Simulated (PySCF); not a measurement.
Species: C6H6F2.
SMILES with atom numbers: `[F:1]/[CH:2]=[C:3]1[CH:4]=[C:5]\1[CH2:6][CH2:7][F:8]` (hydrogens: H9 on C2; H10 on C4; H11, H12 on C6; H13, H14 on C7)

Cartesian coordinates in Å at the PBE0-D3(BJ)/def2-SVP level; atoms count from 1:
```
atom  x, y, z in Å
F1     3.9617   -0.0636    0.4621
C2     2.8537   -0.0830   -0.3073
C3     1.6377   -0.0372    0.2179
C4     0.7186    0.0301    1.3279
C5     0.1994   -0.0175    0.1164
C6    -0.9851   -0.0527   -0.7576
C7    -2.2843    0.1548   -0.0100
F8    -2.4340   -0.8070    0.9539
H9     3.0643   -0.1395   -1.3764
H10    0.5755    0.0645    2.4044
H11   -0.9993   -1.0219   -1.2870
H12   -0.8806    0.7157   -1.5431
H13   -2.2943    1.1438    0.4796
H14   -3.1400    0.0995   -0.7040
```

The closed-shell ground state was solved at several levels (PySCF, density fitting, gas phase, non-relativistic).

```json
{"level": "B3LYP/pcSseg-1", "basis functions": "166", "HOMO (eV)": "-5.50", "LUMO (eV)": "-0.64", "gap (eV)": "4.86", "dipole (D)": "3.98"}
{"level": "PBE0/pcSseg-1", "basis functions": "166", "HOMO (eV)": "-5.71", "LUMO (eV)": "-0.41", "gap (eV)": "5.30", "dipole (D)": "4.01"}
{"level": "B3LYP/pcJ-1", "basis functions": "276", "HOMO (eV)": "-5.50", "LUMO (eV)": "-0.64", "gap (eV)": "4.86", "dipole (D)": "4.00"}
```

(1) What might CAM-B3LYP/def2-SVPD (214 basis functions) give for the same quantities?

(2) How far do the dipole and the HOMO energy spread over the levels?

Answers

(1) HOMO -7.10 eV, LUMO 0.64 eV, gap 7.74 eV, dipole 4.11 D.

(2) The dipole runs from 3.98 to 4.11 D (mean 4.03 D) and the HOMO from -7.10 to -5.50 eV.

One conformer stands for the species.
